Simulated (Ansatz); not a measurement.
System: TiH (charge 0, quartet). SMILES: [TiH]

Atoms: Ti1, H2. Bonds: Ti1-H2.

Bond lengths (Å) and angles (degrees) optimised at HF/STO-3G with Ansatz (a quantum-chemistry and plane-wave program); B3LYP/6-31G* with LANL2DZ past Ar with Ansatz; MP2/6-31G* with LANL2DZ past Ar with Ansatz, each started from the B3LYP-D3(BJ)/def2-TZVP structure (Ansatz) of the last column. A row stands for all coordinates that are equal there. 6-31G* holds six Cartesian d functions.

```csv
coordinate,HF/STO-3G,B3LYP/6-31G* with LANL2DZ past Ar,MP2/6-31G* with LANL2DZ past Ar,B3LYP-D3(BJ)/def2-TZVP
Ti1-H2,1.715,1.744,1.831,1.761
```

Mean signed difference of all 1 bond lengths from B3LYP-D3(BJ)/def2-TZVP: HF/STO-3G -0.046 Å, B3LYP/6-31G* with LANL2DZ past Ar -0.018 Å, MP2/6-31G* with LANL2DZ past Ar 0.069 Å.
